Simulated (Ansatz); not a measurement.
`Cl[SiH][S][GeH2][Cl]` radical at its PBE0-D4/def2-TZVP geometry, where that method's forces vanish. Total charge 0; spin multiplicity 2.

```xyz
8

Cl   -0.9482    0.2905    2.3670
Si   -1.0886   -1.2120    0.9683
S     0.6068   -1.3160   -0.3072
Ge    0.5341    0.7439   -1.1349
Cl    1.8072    2.0289    0.0201
H    -1.1359   -2.5169    1.6835
H     1.1157    0.6837   -2.5488
H    -0.8912    1.2979   -1.0479
```

Problem. What forces (eV/Å) does ωB97M-V/def2-TZVPP give on these atoms in Ansatz 0.2.0? (Estimate.)

Solution. The calculation gave: 
```
Cl1  0.033  0.064  0.042
Si2 -0.101 -0.196  0.021
S3   0.051  0.021 -0.016
Ge4 -0.076  0.004 -0.129
Cl5  0.011  0.009  0.022
H6   0.021  0.127 -0.056
H7  -0.054  0.013  0.122
H8   0.115 -0.041 -0.006
```
